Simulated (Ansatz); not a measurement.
Consider the formal loss of a carbene: `CN[SiH](F)Br` → `[CH2]` (triplet) + `N[SiH](F)Br`.

Gas-phase electronic energies from Ansatz, PBE0-D4/def2-TZVP geometries. CCSD(T)/CBS is the MP2 limit (def2-TZVPP, def2-QZVPP) plus CCSD(T) − MP2 in def2-TZVPP, frozen cores. This one scheme is used for every species. DFT in def2-TZVPP. B3LYP here is the variant with VWN-RPA as its local correlation; programs differ in this. Triplets are unrestricted, without spin–orbit coupling. For Br outer-core shells are correlated without core-valence functions, which leaves a few kJ/mol of doubt a bond. Scalar relativity is left out up to krypton. Each species was taken in one conformer, which may not be the lowest.

Question: Is it downhill or uphill in electronic energy at CCSD(T)/CBS, and by how much? (An estimate is asked.)

Answer: Ansatz gave: Uphill: ΔE = +397.6 kJ/mol.

Question: What do these levels give: r2SCAN-D4, ωB97X-V, PBE0, B3LYP, SCS-MP2/def2-TZVPP, HF/def2-QZVPP? (Best estimate.)

Answer: The calculation gave: r2SCAN-D4 374.5, ωB97X-V 410.6, PBE0 390.8, B3LYP 382.9, SCS-MP2/def2-TZVPP 400.7, HF/def2-QZVPP 253.3 kJ/mol.

Largest T1 diagnostic among the species: 0.011.

The D4 term adds +11.3 kJ/mol with B3LYP and +6.2 kJ/mol with PBE0; it sums over pairs of atoms, weighted by their polarisabilities, and B3LYP, whose exchange is more repulsive, gets the larger term. In def2-TZVPP, CCSD(T) changes the Hartree–Fock value by +134.1 kJ/mol (the triples alone add +11.0 kJ/mol) and MP2 by +144.6 kJ/mol. From PBE to PBE0 (25 % exact exchange), in def2-TZVPP and without D4, ΔE moves by −8.6 kJ/mol.
